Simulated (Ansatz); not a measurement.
`C[CH2][Ge][OH]` → `[OH][GeH]` + ethylene at 700 K and 1 bar (β-hydride elimination).

Computed with Ansatz on PBE0-D4/def2-TZVP structures; ΔE is electronic, products minus reactants. CBS: MP2 limit from def2 TZ/QZ plus the TZ coupled-cluster correction, frozen cores. This one scheme is used for every species. For Ge outer-core shells are correlated without core-valence functions, which leaves a few kJ/mol of doubt a bond. Scalar relativity is left out up to krypton. One conformer a species, not always the lowest.

```
         species  CCSD(T)/CBS energy (Eh)  H − E (kJ/mol)  S (J/(mol·K))
`C[CH2][Ge][OH]`              -2231.01233           273.6          431.3
     `[OH][GeH]`              -2152.47759            86.1          302.2
           `C=C`                -78.48111           168.9          268.4
```

H − E and S are ideal-gas, rigid-rotor, harmonic terms from PBE0-D4/def2-TZVP, for one conformer and one mirror image of each species. 1 Eh = 2625.50 kJ/mol, R = 8.31446 J/(mol·K).

Problem. By hand: ΔE, ΔH, ΔS and ΔG.

Solution. ΔE = (-2152.47759) + (-78.48111) − (-2231.01233) = 0.05363 Eh = 140.8 kJ/mol. Δ(H − E) = 86.1 + 168.9 − 273.6 = -18.6, so ΔH = 122.2 kJ/mol. ΔS = 302.2 + 268.4 − 431.3 = 139.3 J/(mol·K). ΔG = 122.2 − 700 × (139.3)/1000 = 24.7 kJ/mol.

Problem. By hand: the equilibrium constant, and the temperature at which ΔG would vanish if ΔH and ΔS stayed fixed.

Solution. log₁₀ K = −ΔG/(RT ln 10) = -1.8. ΔG = 0 at ΔH/ΔS = 877 K.

The number of gas molecules changes by +1, which sets the sign of ΔS. A doubt of 5 kJ/mol in ΔE shifts log₁₀ K by 0.4 here. Other conformers and mirror images would add mixing entropy, several J/(mol·K) or more a flexible species. These are equilibria of isolated gas molecules and say nothing of rates. Largest T1 diagnostic: 0.016 (customary marks: 0.02 for closed shells, 0.045 for open ones).
